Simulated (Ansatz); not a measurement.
# Nudged elastic band run: BrFGeH4

Input file:

```yaml
crystal:
  periodic: [false, false, false]
  atoms:
    - { symbol: Ge, position_ang: [0.326454, 0.0, -0.241595] }
    - { symbol: F, position_ang: [-0.058433, 0.0, 1.480606] }
    - { symbol: H, position_ang: [1.856533, 0.0, -0.310381] }
    - { symbol: H, position_ang: [-0.303425, 1.277311, -0.803291] }
    - { symbol: H, position_ang: [-0.303425, -1.277311, -0.803291] }
    - { symbol: Br, position_ang: [-3.353334, 0.0, 1.964503] }
    - { symbol: H, position_ang: [-1.910868, 0.0, 2.023148] }
basis:
  gaussian: { orbitals: def2-mTZVP }
hamiltonian:
  xc: pbe0
  dispersion: d4
neb:
  order_check: false
  images: 9
  f_tol: 0.05
  max_iterations: 60
  final_atoms:
    - { symbol: Ge, position_ang: [-0.34059894, 5.0e-08, -0.63142967] }
    - { symbol: F, position_ang: [-0.2128212, -0.00013725, 3.234454] }
    - { symbol: H, position_ang: [0.8358118, 3.18e-05, 0.34456647] }
    - { symbol: H, position_ang: [-0.40884234, 1.27018435, -1.48267331] }
    - { symbol: H, position_ang: [-0.40877123, -1.27018565, -1.48267775] }
    - { symbol: Br, position_ang: [-2.27300143, -3.161e-05, 0.68288339] }
    - { symbol: H, position_ang: [-0.93827465, 0.00013831, 2.64457588] }
  initial_path:
    images:
      - { positions_ang: [[0.326454, 0.0, -0.241595], [-0.058433, 0.0, 1.480606], [1.856533, 0.0, -0.310381], [-0.303425, 1.277311, -0.803291], [-0.303425, -1.277311, -0.803291], [-3.353334, 0.0, 1.964503], [-1.910868, 0.0, 2.023148]] }
      - { positions_ang: [[0.26431012, 0.0, -0.18958964], [-0.05737497, 0.0, 1.59393739], [1.78402792, 0.0, -0.33788064], [-0.3820061, 1.2748088, -0.74708075], [-0.3820061, -1.2748088, -0.74708075], [-3.19746278, 0.0, 1.72808306], [-1.77598609, 0.0, 2.00931032]] }
      - { positions_ang: [[0.20216624, 0.0, -0.13758428], [-0.05631695, 0.0, 1.70726879], [1.71152284, 0.0, -0.36538028], [-0.4605872, 1.2723066, -0.69087049], [-0.4605872, -1.2723066, -0.69087049], [-3.04159156, 0.0, 1.49166311], [-1.64110417, 0.0, 1.99547264]] }
      - { positions_ang: [[0.14002237, 0.0, -0.08557892], [-0.05525892, 0.0, 1.82060018], [1.63901776, 0.0, -0.39287991], [-0.53916831, 1.2698044, -0.63466024], [-0.53916831, -1.2698044, -0.63466024], [-2.88572033, 0.0, 1.25524317], [-1.50622226, 0.0, 1.98163496]] }
      - { positions_ang: [[0.07787849, 0.0, -0.03357356], [-0.0542009, 0.0, 1.93393158], [1.56651269, 0.0, -0.42037955], [-0.61774941, 1.2673022, -0.57844998], [-0.61774941, -1.2673022, -0.57844998], [-2.72984911, 0.0, 1.01882322], [-1.37134035, 0.0, 1.96779728]] }
      - { positions_ang: [[0.01573461, 0.0, 0.0184318], [-0.05314287, 0.0, 2.04726297], [1.49400761, 0.0, -0.44787919], [-0.69633051, 1.2648, -0.52223973], [-0.69633051, -1.2648, -0.52223973], [-2.57397789, 0.0, 0.78240328], [-1.23645844, 0.0, 1.95395959]] }
      - { positions_ang: [[-0.0555321, 1.0e-08, -0.11154049], [-0.08507854, -2.745e-05, 2.28470117], [1.36236845, 6.36e-06, -0.28939006], [-0.63883288, 1.26587687, -0.71432644], [-0.63881865, -1.26587713, -0.71432733], [-2.5137826, -6.32e-06, 0.7624993], [-1.17682168, 2.766e-05, 2.09208285]] }
      - { positions_ang: [[-0.12679881, 2.0e-08, -0.24151279], [-0.1170142, -5.49e-05, 2.52213938], [1.23072928, 1.272e-05, -0.13090093], [-0.58133524, 1.26695374, -0.90641316], [-0.5813068, -1.26695426, -0.90641494], [-2.45358731, -1.264e-05, 0.74259532], [-1.11718492, 5.532e-05, 2.23020611]] }
      - { positions_ang: [[-0.19806552, 3.0e-08, -0.37148508], [-0.14894987, -8.235e-05, 2.75957759], [1.09909012, 1.908e-05, 0.02758821], [-0.52383761, 1.26803061, -1.09849987], [-0.52379494, -1.26803139, -1.09850254], [-2.39339202, -1.896e-05, 0.72269134], [-1.05754817, 8.299e-05, 2.36832936]] }
      - { positions_ang: [[-0.26933223, 4.0e-08, -0.50145738], [-0.18088553, -0.0001098, 2.99701579], [0.96745096, 2.544e-05, 0.18607734], [-0.46633998, 1.26910748, -1.29058659], [-0.46628309, -1.26910852, -1.29059015], [-2.33319672, -2.528e-05, 0.70278737], [-0.99791141, 0.00011065, 2.50645262]] }
      - { positions_ang: [[-0.34059894, 5.0e-08, -0.63142967], [-0.2128212, -0.00013725, 3.234454], [0.8358118, 3.18e-05, 0.34456647], [-0.40884234, 1.27018435, -1.48267331], [-0.40877123, -1.27018565, -1.48267775], [-2.27300143, -3.161e-05, 0.68288339], [-0.93827465, 0.00013831, 2.64457588]] }
```

Command:

```bash
$ ansatz run input.yaml --threads 2 --pin off --max-ram 3072MiB --backend cpu --events-out ev --progress --plain --runs-dir out
```

Output, in part (warnings, iteration lines, the closing report on the highest movable image, with atoms numbered from 0):

```
NEB end point (image 0): max|allowed force component| = 2.111e-2 eV/Å (the criterion of neb.relax_end_points is 1.000e-2)
NEB end point (image 10): max|allowed force component| = 1.035e-2 eV/Å (the criterion of neb.relax_end_points is 1.000e-2)
NEB iter   1: max|band force component| = 5.004e0 eV/Å  barrier→ = 1.7468 eV  barrier← = 2.0937 eV  Δτ_max = 0.2000 Å  (286 SCF iters)
NEB iter   2: max|band force component| = 1.949e0 eV/Å  barrier→ = 1.1074 eV  barrier← = 1.4544 eV  Δτ_max = 0.2000 Å  (262 SCF iters)
NEB iter   3: max|band force component| = 1.147e0 eV/Å  barrier→ = 0.9297 eV  barrier← = 1.2767 eV  Δτ_max = 0.2000 Å  (262 SCF iters)
NEB iter   4: max|band force component| = 1.876e0 eV/Å  barrier→ = 0.9569 eV  barrier← = 1.3039 eV  Δτ_max = 0.0709 Å  (256 SCF iters)
NEB iter   5: max|band force component| = 4.696e-1 eV/Å  barrier→ = 0.9015 eV  barrier← = 1.2485 eV  CI = image 5  Δτ_max = 0.0889 Å  (256 SCF iters)
NEB iter   6: max|band force component| = 3.991e-1 eV/Å  barrier→ = 0.8918 eV  barrier← = 1.2388 eV  CI = image 5  Δτ_max = 0.0173 Å  (250 SCF iters)
NEB iter   7: max|band force component| = 2.345e-1 eV/Å  barrier→ = 0.8851 eV  barrier← = 1.2321 eV  CI = image 5  Δτ_max = 0.0235 Å  (222 SCF iters)
NEB iter   8: max|band force component| = 7.045e-2 eV/Å  barrier→ = 0.8806 eV  barrier← = 1.2275 eV  CI = image 5  Δτ_max = 0.0125 Å  (228 SCF iters)
NEB iter   9: max|band force component| = 4.044e-2 eV/Å  barrier→ = 0.8807 eV  barrier← = 1.2277 eV  CI = image 5  Δτ_max = 0.0000 Å  (475 SCF iters)
Total energy: -129329.50825704 eV, -4752.7717657571 hartree
Atom 0 at    -0.143667    -0.000001    -0.154423 Å, force    -0.013088    -0.000053    -0.000619 eV/Å
Atom 1 at    -0.052921    -0.000023     1.912410 Å, force     0.040433     0.000116    -0.012071 eV/Å
Atom 2 at     1.387280    -0.000000     0.007701 Å, force    -0.000356    -0.000002     0.005422 eV/Å
Atom 3 at    -0.599388     1.318724    -0.768814 Å, force     0.005528     0.006775    -0.007217 eV/Å
Atom 4 at    -0.599392    -1.318720    -0.768824 Å, force     0.005549    -0.006768    -0.007238 eV/Å
Atom 5 at    -2.657393    -0.000016     1.061244 Å, force    -0.021680     0.000061    -0.013501 eV/Å
Atom 6 at    -1.081016     0.000036     2.020404 Å, force    -0.016387    -0.000129     0.035223 eV/Å
Dipole moment:     0.561484     0.000019    -0.366989 e Å
```

The forces met the threshold. A vibrational analysis at the climbing image gives one clearly imaginary mode, 237i cm⁻¹: a first-order saddle point. The orbitals stay closed-shell, which can raise the energy where a bond breaks towards radicals; this wasn't checked here.

Final band (atoms are numbered from 1 in the order of the input):

```tsv
image	path coordinate (Å)	energy (kJ/mol)	Ge1–F2 (Å)	Br6–H7 (Å)	Ge1–Br6 (Å)
0	0.00	0.0	1.76	1.44	4.29
1	0.40	0.3	1.76	1.44	4.01
2	0.79	3.2	1.77	1.45	3.65
3	1.19	19.9	1.79	1.47	3.30
4	1.59	61.1	1.88	1.58	3.00
5	1.99	85.0	2.07	1.85	2.79
6	2.42	64.0	2.37	1.99	2.57
7	2.85	21.9	2.72	2.08	2.43
8	3.29	-14.1	3.08	2.17	2.37
9	3.72	-31.1	3.47	2.30	2.34
10	4.15	-33.5	3.87	2.37	2.34
```

Run time: 3.9 min on 2 threads of Arm Neoverse V1, with other jobs on the host, peak memory 0.23 GiB.
